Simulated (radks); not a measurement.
Valence configurations of Ta II (all share [Xe]). All-electron calculation, Dirac Kohn-Sham, PBE, spin-unpolarised, spherical densities, finite nucleus; open shells are shared between the two j in proportion to 2j + 1; Fermi nuclear charge, rms radius 5.3507 fm. Program: a radial shooting solver on a logarithmic mesh with Libxc functionals. Energies are relative to 4f14 5d3 6s1; eigenvalues in eV.

valence               E (eV)  e(4f5/2)  e(4f7/2)  e(5d3/2)  e(5d5/2)  e(6p1/2)
4f14 5d3 6s1           0.000   -32.938   -30.956   -10.874   -10.235         -
4f13 5d3 6s1 6p1      30.753   -45.856   -43.785   -15.317   -14.481    -8.696
4f13 5d4 6s1          24.914   -41.589   -39.520   -12.251   -11.500         -
4f13 5d5              25.474   -39.085   -37.017   -10.606    -9.914         -
4f14 5d2.5 6s1.5      -0.480   -34.192   -32.209   -11.676   -11.007         -
4f12 5d4 6s2          58.635   -53.748   -51.588   -15.591   -14.662         -
4f14 5d3 6s0.5 6p0.5   2.497   -33.661   -31.679   -11.479   -10.828    -7.503
4f13.5 5d3.5 6s1      11.546   -37.199   -35.173   -11.567   -10.872         -
4f14 5d3 6p1           5.029   -34.373   -32.390   -12.068   -11.405    -7.862
4f13 5d3 6s2          25.124   -44.394   -42.323   -14.076   -13.262         -

NIST lists [Xe] 4f14 5d3 6s1 as the ground configuration; this level of theory puts 4f14 5d2.5 6s1.5 lower, by 0.480 eV. The energies are those of spherical spin-averaged densities, not of single terms.
